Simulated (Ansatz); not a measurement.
`O[B](F)[InH2]` + `O[SiH3]` → `[SiH3][O][InH2]` + `OBF` at 600 K and 1 bar (cleavage of the In–B bond).

Isolated molecules relaxed with PBE0-D4/def2-TZVP in Ansatz; ΔE leaves out vibrations. CCSD(T)/CBS is the MP2 limit (def2-TZVPP, def2-QZVPP) plus CCSD(T) − MP2 in def2-TZVPP, frozen cores. This one scheme is used for every species. def2 core potentials past Kr. For In outer-core shells are correlated without core-valence functions, which leaves a few kJ/mol of doubt a bond. Each species was taken in one conformer, which may not be the lowest.

| species | CCSD(T)/CBS energy (Eh) | H − E (kJ/mol) | S (J/(mol·K)) |
| --- | --- | --- | --- |
| `O[B](F)[InH2]` | -391.45169 | 138.3 | 415.9 |
| `O[SiH3]` | -366.69042 | 135.7 | 307.9 |
| `[SiH3][O][InH2]` | -557.10255 | 160.7 | 422.8 |
| `OBF` | -201.07426 | 109.4 | 294.7 |

H − E and S are ideal-gas, rigid-rotor, harmonic terms from PBE0-D4/def2-TZVP, for one conformer and one mirror image of each species. 1 Eh = 2625.50 kJ/mol, R = 8.31446 J/(mol·K).

Problem. By hand: ΔE, ΔH, ΔS and ΔG.

Solution. ΔE = (-557.10255) + (-201.07426) − (-391.45169) − (-366.69042) = -0.03470 Eh = -91.1 kJ/mol. Δ(H − E) = 160.7 + 109.4 − 138.3 − 135.7 = -3.9, so ΔH = -95.0 kJ/mol. ΔS = 422.8 + 294.7 − 415.9 − 307.9 = -6.3 J/(mol·K). ΔG = -95.0 − 600 × (-6.3)/1000 = -91.2 kJ/mol.

Problem. By hand: the equilibrium constant, and the temperature at which ΔG would vanish if ΔH and ΔS stayed fixed.

Solution. log₁₀ K = −ΔG/(RT ln 10) = 7.9. ΔG = 0 at ΔH/ΔS = 15079 K, far beyond where these terms or the molecules hold.

The number of gas molecules stays the same, so ΔS is small and ΔH decides. A doubt of 5 kJ/mol in ΔE shifts log₁₀ K by 0.4 here. Other conformers and mirror images would add mixing entropy, several J/(mol·K) or more a flexible species. Modes under 60 cm⁻¹, often nearly free rotors, make the harmonic entropy too high. These are equilibria of isolated gas molecules and say nothing of rates. Largest T1 diagnostic: 0.015 (customary marks: 0.02 for closed shells, 0.045 for open ones).
